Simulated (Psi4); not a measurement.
A dimer, HF ··· H4Ge (SMILES F and [GeH4]); the first 2 atoms form monomer A.

```
7

F      0.4622     0.0000     0.0000
H     -0.4622     0.0000     0.0000
Ge     3.5101     2.4624     1.8358
H      3.8565     2.2154     0.3600
H      4.6037     3.3269     2.4805
H      2.1606     3.1896     1.9302
H      3.4197     1.1178     2.5724
```

Task: What interaction energy does SAPT0/jun-cc-pVDZ, frozen core in Psi4 give, and which attractive term is the largest?

Result: Total -0.27 kcal/mol: electrostatics -0.18, exchange 0.03, induction -0.03, dispersion -0.09. The most attractive term is electrostatics.
